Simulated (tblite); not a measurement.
Species: C₄H₆F₃O₂P.
SMILES with atom numbers: `[CH3:1][CH2:2][P@:3](=[O:4])([OH:5])[C:6]([F:7])=[C:8]([F:9])[F:10]` (hydrogens: H11, H12, H13 on C1; H14, H15 on C2; H16 on O5)

Computed with GFN2-xTB (tblite), gas phase: L-BFGS steps from a force-field or distance-geometry start until the largest atomic force falls under 0.01 eV/Å.

Step 0: E = -993.1382 eV
```
atom  x, y, z in Å  |  force x, y, z in eV/Å
C1     -2.2327    0.6787   -0.1592   -0.942  -0.364   0.099
C2     -0.7346    0.7996   -0.1041    0.467   0.886   0.624
P3      0.1292   -0.8022   -0.1051   -5.724  -2.175  -1.411
O4     -0.3678   -1.6813   -1.2251    1.780   1.063   1.358
O5     -0.3896   -1.4285    1.3057    0.894  -0.121  -0.213
C6      1.7863   -0.4071    0.1394    3.170   0.250   0.342
F7      2.3886   -0.7590    1.3012   -0.293   0.065  -0.361
C8      2.5297    0.2239   -0.7751   -0.006  -0.158   0.096
F9      3.8264    0.4922   -0.5352   -1.098   0.196  -0.994
F10     1.9628    0.5916   -1.9452    1.173  -0.115   1.076
H11    -2.5543    0.1590   -1.0710    0.178   0.091   0.270
H12    -2.7065    1.6702   -0.1505    0.226  -0.260  -0.024
H13    -2.6297    0.1172    0.7061    0.284   0.208  -0.407
H14    -0.4421    1.3420    0.8086   -0.042  -0.097  -0.133
H15    -0.3869    1.3907   -0.9500    0.124  -0.062  -0.152
H16    -0.1863   -2.3779    1.3932   -0.190   0.593  -0.169
```

Step 1: E = -993.5044 eV
```
atom  x, y, z in Å  |  force x, y, z in eV/Å
C1     -2.2461    0.6734   -0.1578   -0.089   0.162   0.035
C2     -0.7280    0.8123   -0.0952   -0.379   0.239   0.051
P3      0.0474   -0.8333   -0.1253   -0.141   2.044   2.505
O4     -0.3424   -1.6661   -1.2057   -0.175  -1.990  -2.445
O5     -0.3768   -1.4303    1.3027    0.281   0.040   0.091
C6      1.8315   -0.4036    0.1442   -1.061  -0.743  -0.105
F7      2.3844   -0.7580    1.2961    0.225  -0.142   0.408
C8      2.5296    0.2217   -0.7738    0.338   0.018  -0.038
F9      3.8107    0.4950   -0.5494   -0.061   0.461  -0.901
F10     1.9795    0.5900   -1.9298    0.742   0.049   0.412
H11    -2.5517    0.1603   -1.0671    0.078  -0.040   0.038
H12    -2.7032    1.6665   -0.1508    0.030  -0.143  -0.021
H13    -2.6256    0.1201    0.7003    0.083  -0.018  -0.058
H14    -0.4427    1.3406    0.8067    0.097   0.063   0.204
H15    -0.3852    1.3898   -0.9521    0.117  -0.069  -0.090
H16    -0.1890   -2.3694    1.3908   -0.085   0.067  -0.084
```

Q: Estimate the geometry and energy of step 2. (The exact step hangs on the optimiser's Hessian estimate; all steps are aligned on step 1, rigid shifts and turns removed.)

A: E = -993.6193 eV, largest force 1.058 eV/Å
```
atom  x, y, z in Å  |  force x, y, z in eV/Å
C1     -2.2502    0.6742   -0.1570    0.066   0.185  -0.013
C2     -0.7309    0.8180   -0.0926   -0.546   0.371   0.010
P3      0.0272   -0.8163   -0.1004   -0.201  -0.424  -0.860
O4     -0.3387   -1.6861   -1.2301    0.596   0.222   0.424
O5     -0.3706   -1.4302    1.3031   -0.011   0.149   0.501
C6      1.8293   -0.4115    0.1441   -0.935  -0.425  -0.253
F7      2.3861   -0.7595    1.2997    0.186  -0.153   0.353
C8      2.5335    0.2214   -0.7739   -0.074  -0.319   0.432
F9      3.8064    0.5011   -0.5632    0.237   0.452  -0.760
F10     1.9921    0.5902   -1.9215    0.528   0.162   0.045
H11    -2.5502    0.1601   -1.0658    0.064  -0.061  -0.003
H12    -2.7022    1.6640   -0.1512   -0.077  -0.011  -0.017
H13    -2.6237    0.1206    0.6983    0.015  -0.078   0.045
H14    -0.4417    1.3410    0.8087    0.081   0.152   0.258
H15    -0.3834    1.3888   -0.9537    0.104  -0.101  -0.044
H16    -0.1906   -2.3667    1.3892   -0.034  -0.120  -0.117
```

The energy changes by -0.1149 eV. The first-order estimate −F·Δx gives -0.2458 eV and the mean of the old and new forces, exact on a quadratic surface, -0.1198 eV. The step makes an angle of 26° with the force vector and moves no atom by more than 0.036 Å.

Hardware: one thread, Arm Neoverse V1 (shared host).
